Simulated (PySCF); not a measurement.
**LiBe: frontier orbitals**

PBE0 at R = 2.592 Å; PySCF, no relativity, basis sets Li def2-TZVP, Be def2-TZVP. State: ²Σ⁺ (doublet), unpaired electrons σ ↑. Only the outer orbitals are listed, counted within each symmetry.

```
spin  orbital  occ.  ε (eV)  on Li (%)            main shells (%)
   α       2σ     1  -55.55        100                   100 Li s
   α       3σ     1   -6.63         16           84 Be s, 12 Li s
   α       4σ     1   -3.70         53           53 Li s, 42 Be p
   α       5σ     0   -1.41         70  40 Li p, 30 Be p, 30 Li s
   α       1π     0   -1.32         38           62 Be p, 38 Li p
   α       1π     0   -1.32         38           62 Be p, 38 Li p
   β       2σ     1  -55.36        100                   100 Li s
   β       3σ     1   -6.19         12                    82 Be s
   β       4σ     0   -1.33         73  73 Li s, 16 Be p, 11 Be s
   β       1π     0   -1.01         27           73 Be p, 26 Li p
   β       1π     0   -1.01         27           73 Be p, 26 Li p
```

Task: Which are the highest filled and the lowest empty level, where do they sit, and how wide is the gap?

Result: Highest filled α 4σ at -3.70 eV (in %: 53 Li s, 42 Be p); lowest empty α 5σ at -1.41 eV (in %: 40 Li p, 30 Be p, 30 Li s); the gap at PBE0 is 2.29 eV.

```
bond order (Mayer)                               : 0.72
⟨S²⟩                                             : 0.775
charge on Li (Mulliken, basis-dependent)         : 0.19
charge on Li (Löwdin, basis-dependent)           : 0.15
dipole moment (positive dipole means Li(−)Be(+)) : -2.84 D
polarisability along the bond                    : 279.4 bohr³
polarisability across the bond                   : 102.9 bohr³
```

The state was picked by a PBE0 search and need not be the measured ground state.
